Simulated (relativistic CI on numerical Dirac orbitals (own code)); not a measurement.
# Slater and spin-orbit integrals, Yb III

Computed by Dirac-Coulomb-Breit CI, KLI orbitals optimised for each configuration, model QED (radiative potential, 1s self-energy scaled to tabulated hydrogen-like ionisation energies), valence Slater integrals scaled by 0.85, P86 correlation energy added to each configuration (own radial code, finite nucleus).

Slater integrals F^k, G^k are unscaled and averaged over j, outside the closed core [Kr] 4d10 5s2; ζ comes from projecting the Hamiltonian with its Breit term on Σ l·s of the shell.

- 4f13.5p6.6s: ζ(4f) = 2911.4, G^3(4f,6s) = 2905.9 cm⁻¹; <r>(4f) = 0.7304, <r^2>(4f) = 0.6983, <r>(6s) = 3.182, <r^2>(6s) = 11.33 (bohr units).
- 4f13.5p6.5d: ζ(4f) = 2920.1, F^2(4f,5d) = 25424, F^4(4f,5d) = 11955, G^1(4f,5d) = 11940, G^3(4f,5d) = 9332.5, G^5(4f,5d) = 7017.3, ζ(5d) = 826.71 cm⁻¹; <r>(4f) = 0.7332, <r^2>(4f) = 0.7067, <r>(5d) = 2.256, <r^2>(5d) = 5.987 (bohr units).
- 4f13.5p6.6p: ζ(4f) = 2907.2, F^2(4f,6p) = 7605.5, G^2(4f,6p) = 2017.7, G^4(4f,6p) = 1809.4, ζ(6p) = 3431.9 cm⁻¹; <r>(4f) = 0.7291, <r^2>(4f) = 0.6941, <r>(6p) = 3.932, <r^2>(6p) = 17.25 (bohr units).

In this model ζ of a weakly bound d, f or g electron outside closed shells comes out too small, for d by up to a factor of two or three and at times with the wrong sign; that of an outer p electron is too small as well.

Correlation outside the listed configurations is missing or only estimated: errors of thousands of cm⁻¹ between configurations and terms are usual at this charge. Rates and lifetimes follow the computed energies and can be off by large factors. The fine structure of a lone outer electron comes out too small, for d and f at times inverted, and misplaced configurations move strength between like terms. 25 of the 35 excited levels that our extract of the measured tables holds in this range could be paired (the sources list more); they are missed by 24596 cm⁻¹ on average and 33530 at most, and levels without a partner can miss by more.

Averages of the first 10 configurations, taken without configuration mixing, which lowers the lowest level and can move excited configurations by several eV; other configurations of the list can lie among them:

```csv
Configuration,Parity,States,Average energy above the lowest level (eV)
4f14.5p6,even,1,0.2
4f13.5p6.6s,odd,28,2.3
4f13.5p6.5d,odd,140,2.6
4f13.5p6.6p,even,84,7.2
4f13.5p6.5f,even,196,14.5
4f13.5p6.7s,odd,28,12.4
4f14.5p5.5d,odd,60,29.5
4f13.5p6.6d,odd,140,13.0
4f13.5p6.7p,even,84,14.2
4f13.5p6.7d,odd,140,16.7
```
